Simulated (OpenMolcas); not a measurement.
# Mn2+: Racah parameters, worked from levels

```
Program             : OpenMolcas 26.06
Basis               : ANO-L-VTZP [6s5p3d2f1g]
Scalar Hamiltonian  : non-relativistic, point nucleus
Active space        : 5 electrons in 6 orbitals (3d 4s)
State averaging     : 2S+1 = 6 even, 6 roots; 2S+1 = 4 even, 59 roots kept (CI in the orbitals of an earlier block); 2S+1 = 2 even, 81 roots kept (CI in the orbitals of an earlier block)
Spin-orbit coupling : state interaction with AMFI integrals over the reference wave functions, term energies averaged over their components
```

Methods: CASSCF; MS-CASPT2, IPEA 0.25 Eh, imaginary shift 0.1 Eh (closed shells correlated: 3s 3p).

**Racah parameters.** Above ⁶S, d5 has ⁴D at 17B + 5C, ⁴G at 10B + 5C and ⁴P at 7B + 7C. The first two fix B and C, and the third tests them; where it misses by thousands of cm-1, two parameters do not describe the configuration (Trees and configuration-interaction terms are left out) and B and C hang on the terms chosen. Term energies are centres of gravity, weighted by 2J + 1.

| Source | ⁴D | ⁴G | B | C | C/B | ⁴P from B, C | ⁴P found |
| --- | --- | --- | --- | --- | --- | --- | --- |
| CASSCF | 42562 | 34151 | 1202 | 4427 | 3.68 | 39403 | 39301 |
| MS-CASPT2 | 32950 | 27619 | 762 | 4001 | 5.25 | 33341 | 30193 |

Energies in cm-1. From CASSCF to MS-CASPT2, B changes by -36.6 % and C by -9.6 %.

CASPT2 breaks the degeneracy within a term, and the mean is taken; among the terms shown or strongly mixed into the levels shown the widest spread is 290 cm-1 (3d⁵ ⁴G, MS-CASPT2). Over all roots computed the reference weight is 0.88 to 0.95 in MS-CASPT2; the roots of lowest weight are the least certain, and an intruder state may touch them. Terms from blocks run as CI alone lack orbitals of their own. Without dynamic correlation excited terms often stand tens of per cent too high (terms of higher spin than the ground term too low), and those without a measured partner can miss by more than the paired ones (holds for CASSCF). Blocks of more than 70 roots (2S+1 = 2 even) ran without multistate coupling (holds for MS-CASPT2). Levels of configurations outside the active space are missing.
